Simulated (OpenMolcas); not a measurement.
Consider [Cu2(μ-OH)2(NH3)4]2+, a planar model complex in vacuum (2 bridging OH, bridge angle 90°, metal-metal distance 2.78 Å, Cu–OH 1.96 Å; typed geometry, not optimised).

```xyz
22

Cu    -1.3888     0.0000     0.0000
Cu     1.3888     0.0000     0.0000
O      0.0000     1.3888     0.0000
H      0.0000     2.3488     0.0000
O      0.0000    -1.3888     0.0000
H      0.0000    -2.3488     0.0000
N     -2.8242     1.4354     0.0000
H     -3.1060     1.7172     0.9389
H     -2.5310     2.2922    -0.4695
H     -3.6810     1.1423    -0.4694
N     -2.8242    -1.4354     0.0000
H     -3.1060    -1.7172     0.9389
H     -3.6810    -1.1423    -0.4695
H     -2.5310    -2.2922    -0.4694
N      2.8242     1.4354     0.0000
H      3.1060     1.7172     0.9389
H      3.6810     1.1423    -0.4695
H      2.5310     2.2922    -0.4694
N      2.8242    -1.4354     0.0000
H      3.1060    -1.7172     0.9389
H      2.5310    -2.2922    -0.4695
H      3.6810    -1.1423    -0.4694
```

Q: Give the energies of the total-spin states at CASSCF(2,2) on the singly occupied d orbitals (ANO-RCC-VDZP on Cu, O, N and ANO-RCC-VDZ on H, scalar-relativistic DKH2, RICD, no spin-orbit coupling, OpenMolcas), and the exchange constant.

A: Local spins 1/2 and 1/2.

```
total S  E (cm⁻¹)  natural occupations, lowest and highest
-------  --------  ---------------------------------------
1             0.0                             1.000, 1.000
0            26.2                             0.990, 1.010
```

J = 13.1 cm⁻¹ (ferromagnetic).

J is defined by H = −2J S1·S2, so negative values are antiferromagnetic. Wave-function values come from the highest and lowest total spin; broken-symmetry values use Yamaguchi's formula with the computed ⟨S²⟩. The active space holds the singly occupied metal orbitals alone, without bridging-ligand orbitals. No row is a measured value.
